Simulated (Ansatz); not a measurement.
`[NH2][Sn]([F])([F])[SeH]`. Total charge 0; spin multiplicity 1. Sn: def2 effective core potential.

```xyz
8

N    -0.8664   -1.1131    0.9869
Sn    0.3445    0.1281    0.0067
F     1.0678   -0.5848   -1.6163
F     1.8849    0.2387    1.1227
Se   -0.6405    2.3352   -0.5600
H    -0.3648   -1.8817    1.4155
H    -1.6148   -1.4879    0.4181
H     0.1893    2.3654   -1.7736
```

(1) List the harmonic frequencies (cm⁻¹, unscaled) at PBE0-D4/def2-TZVP in Ansatz. (Estimate.)

(2) Is this a minimum?

(3) Give the ideal-gas thermochemistry at 298.15 K and 1 bar (rigid rotor, harmonic oscillator; point group C1, symmetry number 1).

(4) And at 400, 500, 600, 800 and 1000 K?

(5) Rotational constants (cm⁻¹)?

Results:

(1) Ansatz gave: 88, 97, 118, 144, 154, 173, 211, 264, 535, 620, 636, 648, 665, 870, 1557, 2441, 3542, 3644.

(2) Yes, all 18 modes are real.

(3) Zero-point energy 98.1 kJ/mol; H(298) − E = 123.6 kJ/mol; entropy 400.5 J/(mol·K), of which translation 177.9, rotation 121.9, vibration 100.7; G(298) − E = 4.2 kJ/mol. Modes under 100 cm⁻¹ are hindered rotations or soft bends, so the harmonic entropy is rough.

(4) 
| T (K) | H − E (kJ/mol) | S (J/mol/K) | G − E (kJ/mol) |
| --- | --- | --- | --- |
| 400 | 136.4 | 437.4 | -38.6 |
| 500 | 149.8 | 467.3 | -83.8 |
| 600 | 163.9 | 493.0 | -131.9 |
| 800 | 193.4 | 535.4 | -234.9 |
| 1000 | 224.3 | 569.8 | -345.5 |

(5) 0.09467, 0.03335, 0.0324.
